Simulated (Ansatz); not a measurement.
System: C$_{6}$H$_{13}$O, charge 0, multiplicity 2. It need not be the lowest isomer of its formula. 
Geometry from a B3LYP-D3(BJ)/def2-TZVP (Ansatz, a program for electronic structure) optimisation:
```xyz
20

C      3.7431    -0.0182     0.0694
C      2.3882    -0.7172     0.0050
C      1.2119     0.2554     0.0351
C     -0.1484    -0.4338    -0.0257
C     -1.3216     0.5419     0.0021
C     -2.6719    -0.1619    -0.0748
O     -3.7716     0.6395    -0.0208
H      3.8728     0.6652    -0.7733
H      3.8394     0.5678     0.9865
H      4.5651    -0.7359     0.0452
H      2.3308    -1.3226    -0.9055
H      2.2971    -1.4176     0.8416
H      1.2999     0.9555    -0.8031
H      1.2685     0.8638     0.9445
H     -0.2355    -1.1333     0.8139
H     -0.2019    -1.0443    -0.9344
H     -1.2935     1.1432     0.9149
H     -1.2473     1.2403    -0.8366
H     -2.7879    -0.8759     0.7683
H     -2.7424    -0.8191    -0.9624
```
Charge 0, spin multiplicity 2.

Total electronic energies in hartree. Correlated levels leave the core frozen unless marked. Open shells are spin-unrestricted. Spin-orbit coupling is left out. Non-relativistic. CBS marks a two-point X^-3 extrapolation of the correlation energy; Hartree-Fock from the larger set. [CCSD(T)-MP2]/basis is that difference in the basis named.

| level | program | energy (Eh) |
|---|---|---|
| PBE0/def2-SVP | Ansatz | -311.02464 |
| CAM-B3LYP-D3(BJ)/def2-TZVPD | Ansatz + dftd3 | (withheld) |
| wB97X-V/def2-TZVPD | Ansatz | -311.64930 |
| B2GP-PLYP-D4/def2-TZVPD | Ansatz + dftd4 | -311.39165 |
| MP2/6-31G* | Ansatz | -310.51830 |
| MP2/cc-pVTZ | Ansatz | -310.94803 |
| RI-MP2/CBS(cc-pVTZ,cc-pVQZ) | Ansatz | -311.1090 |
| SCS-MP2/6-31G | Ansatz | -310.11140 |
| RI-MP2/CBS(cc-pVTZ,cc-pVQZ)+[CCSD(T)-MP2]/cc-pVTZ | Ansatz | -311.2387 |

Task: What belongs in the gaps?

Result: 
- CAM-B3LYP-D3(BJ)/def2-TZVPD, energy (Eh): -311.58550
